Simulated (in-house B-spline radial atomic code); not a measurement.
How numerical settings move a run on As III (As2+), [Ar] 3d10 4s2 4p1. Computed with a B-spline radial code for spherical atoms: non-relativistic LDA exchange-only, spherical fractional occupations, point nucleus.

Command:
```bash
python run_scf.py task.json out
```
Settings of the sound reference run:
```
Z                33
electrons        31
configuration    [Ar] 3d10 4s2 4p1
hamiltonian      nr
method           lda,
spin_polarised   False
knot_spacing     0.22
spline_order     8
gauss_points     12
box_radius       22.22
max_iterations   70
damping          0.5
damped_steps     3
diis_vectors     10
tolerance        1e-08
start            Thomas-Fermi
```

Run time, properties included: 0.18 s on 1 thread of Intel(R) Xeon(R) Platinum 8488C (shared host).

It converges in 9 iterations to -2228.647727 hartree, with 4p at -21.6673 eV. The other runs change the listed settings, some to values that make no sense; their results aren't properties of the atom or ion. Radii are in bohr (the nuclear one in fm), a minus after a letter asks for a j subshell, and «unchanged» means within 1e-8 hartree. The run stops when the residual is below 10 × tolerance × max(1, Z/10), or a noise floor if that is larger, and the energy moves by less than 1e-8 × √|E| hartree; so very loose and very tight tolerances often act alike.

```tsv
changed settings	outcome
electrons = 32, configuration = [Ar] 3d10 4s2 4p1 5p-1, max_iterations = 50	stopped with error: j subshells need the Dirac Hamiltonian and l > 0
knot_spacing = 0.75	converged in 9 iterations, energy +1.54e+00 hartree from the reference, 4p level -1.4e-02 eV (the program warns: 3s reaches the box edge; 3p reaches the box edge)
knot_spacing = 0.4, max_iterations = 50, diis_vectors = 2, start = bare nucleus	converged in 13 iterations, energy +3.36e-04 hartree from the reference, 4p level -1.3e-05 eV
knot_spacing = 0.4	converged in 9 iterations, energy +3.36e-04 hartree from the reference, 4p level -1.6e-05 eV
diis_vectors = 2	converged in 11 iterations, energy unchanged, 4p level -4.8e-06 eV
knot_spacing = 2, max_iterations = 50, tolerance = 0.001	converged in 8 iterations, energy +1.60e+02 hartree from the reference, 4p level -3.2e+00 eV (the program warns: 1s reaches the box edge; 2s reaches the box edge)
knot_spacing = 0.15	converged in 9 iterations, energy -1.33e-08 hartree from the reference
diis_vectors = 1	not converged after 70 iterations, last residual 1.7e+00, last energy +4.57e+01 hartree from the reference
diis_vectors = 20	converged in 9 iterations, energy unchanged
gauss_points = 3, first_knot = 0.000303, max_iterations = 60, diis_vectors = 1	not converged after 60 iterations, last residual 1.6e+00, last energy -1.68e+06 hartree from the reference
hamiltonian = dirac, method = revtpss,revtpss, nucleus = fermi, rms_radius = 4.0968, mass_number = 75, atomic_mass = 74.92159, speed_of_light = 137.036	stopped with error: meta-GGAs are not served with the Dirac Hamiltonian
electrons = 32, configuration = [Ar] 3d10 4s2 4p1 1f1, max_iterations = 75	stopped with error: there is no 1f shell
max_iterations = 100, damped_steps = 1, tolerance = 0.01, start = bare nucleus	converged in 9 iterations, energy unchanged, 4p level +5.6e-05 eV
start = bare nucleus	converged in 10 iterations, energy unchanged, 4p level -4.2e-06 eV
```

**Question.** What happens with knot_spacing = 0.3?

**Answer.** Converged in 9 iterations, energy +1.76e-06 hartree from the reference, 4p level -4.8e-07 eV.

**Question.** What happens with spline_order = 3, box_radius = 3.33, max_iterations = 50, damping = 0.95, start = bare nucleus?

**Answer.** Converged in 12 iterations, energy +3.42e-01 hartree from the reference, 4p level +6.0e+00 eV (the program warns: 4p reaches the box edge; 3p reaches the box edge).

**Question.** What happens with diis_vectors = 0?

**Answer.** Converged in 16 iterations, energy unchanged, 4p level +1.6e-06 eV.

**Question.** What happens with knot_spacing = 0.55?

**Answer.** Converged in 9 iterations, energy +4.47e-02 hartree from the reference, 4p level -2.0e-03 eV.
